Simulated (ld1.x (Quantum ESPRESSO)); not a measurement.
## Before and after: PAW potential for Tc

* Element: technetium
* Generator: ld1.x (Quantum ESPRESSO) 7.5
* Type: PAW
* Functional: LDA (PZ)
* Relativity: scalar-relativistic
* Frozen core: [Ar] 3d10 4s2
* Valence charge: 13
* Reference configuration: 4p6 4d5 5s2 5p0
* Partial waves: 5s (bound): rcut 2.75, rcutus 2.95 bohr; 5s channel at 1.4 Ry: rcut 2.75, rcutus 2.95 bohr; 4p (bound): rcut 1.95, rcutus 2.35 bohr; 5p (bound, empty): rcut 1.95, rcutus 2.35 bohr; 4d (bound): rcut 2.10, rcutus 2.55 bohr; 4d channel at 3.65 Ry: rcut 2.10, rcutus 2.55 bohr
* Local potential: all-electron potential smoothed inside 2.00 bohr (lloc = -2)
* Core correction: a·sin(br)/r model core, default radius (ld1.x builds one for every PAW set, though the input has nlcc=.false.)
* Augmentation charge: BESSEL, radius 2.00 bohr

All-electron outer shells of the reference configuration (LDA (PZ), scalar-relativistic, ld1.x):

```csv
shell,level (eV),outermost node (bohr),outermost maximum (bohr)
3d,-250.19,–,0.31
4s,-73.39,0.50,0.95
4p,-45.40,0.51,1.03
4d,-6.81,0.50,1.27
5s,-5.27,1.28,2.72
5p,-1.53,1.45,3.63
```

Change: waves 5s (bound): rcut 2.42, rcutus 2.56 bohr; 5s channel at 1.4 Ry: rcut 2.42, rcutus 2.56 bohr.

Cutoffs: the cutoffs (Ry, on a coarse ladder) from which the occupation-weighted sum of valence levels, in a spherical-Bessel basis at the reference potential, stays within 10 and 1 mRy of its value at 400 Ry; they do not see the model core or the augmentation charge, which bear on the density cutoff. Errors are all-electron minus pseudo energies relative to the spin-unpolarised reference configuration.

Q: How do hardness, ghosts and transferability respond?

A: The potential gets neither clearly harder nor softer (18 Ry and 30 Ry → 18 Ry and 30 Ry); of the 9 tests that both files solve, the error grows in 1 and shrinks in 4 by more than 15 % and 0.3 meV (median size 14.8 → 14.7 meV); neither file shows a bound ghost.

```csv
quantity,base,changed
"cutoff, loose",18 Ry,18 Ry
"cutoff, tight",30 Ry,30 Ry
bound ghosts,none,none
"error for 4p6 4d5 5s1 5p0, meV [ΔE 8.43 eV]",-3.3,-3.5
"error for 4p6 4d5 5s0 5p0, meV [ΔE 23.63 eV]",-17,-15
"error for 4p6 4d4 5s0 5p0, meV [ΔE 52.56 eV]",-34,-23
"error for 4p6 4d3 5s0 5p0, meV [ΔE 94.79 eV]",-93,-74
"error for 4p6 4d6 5s0 5p0, meV [ΔE 6.55 eV]",+9.5,+1.4
"error for 4p5 4d5 5s2 5p0, meV [ΔE 51.56 eV]",-15,-44
"error for 4p6 4d4 5s2 5p1, meV [ΔE 6.60 eV]",+13,+5.1
"error for 4p6 4d5 5s2 5p0 (spin-polarised), meV [ΔE -3.49 eV]",-10,-11
"error for 4p6 4d5 5s1 5p0 (spin-polarised), meV [ΔE 3.83 eV]",-15,-15
lowest overlap eigenvalue by channel,"s 0.51, p 0.77, d 0.76","s 0.52, p 0.77, d 0.76"
```
